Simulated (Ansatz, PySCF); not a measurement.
Molecule: NbO2F, net charge 0, singlet state. SMILES: [O]=[Nb](=[O])[F]
Geometry: optimised at B3LYP-D3(BJ)/def2-TZVP (Ansatz, a first-principles code).

Property: size of the dipole moment, in D. Terms: spin-orbit terms left out; LANL2DZ with its own core potentials from Na on; STO-3G and 3-21G all-electron and non-relativistic; dispersion terms only where a functional's name holds one; six Cartesian d functions in 6-31G* and its kin unless marked 5d; def2 sets with scalar-relativistic core potentials past Kr. First-principles rows: single points at B3LYP-D3(BJ) geometries (Ansatz).

```
level                                  program  size of the dipole moment (D)
-------------------------------------  -------  -----------------------------
PBE/STO-3G                              Ansatz                           3.36
PBE/3-21G                               Ansatz                           4.08
PBE/LANL2DZ                             Ansatz                           4.62
BP86/6-31G* with LANL2DZ past Ar (5d)    PySCF                           4.40
B3LYP/def2-SVP                          Ansatz                           4.87
B3LYP/6-31G* with LANL2DZ past Ar       Ansatz                           4.62
```

No value to compare with is used here. The 6 habitual levels span 3.36 (PBE/STO-3G) to 4.87 D (B3LYP/def2-SVP).

The levels are drawn from those run, B3LYP/6-31G* more often than the rest, none by its result; left out are runs that failed, that the program found above a lower state of the same kind, or whose <S^2> lies over 0.5 above the pure value.
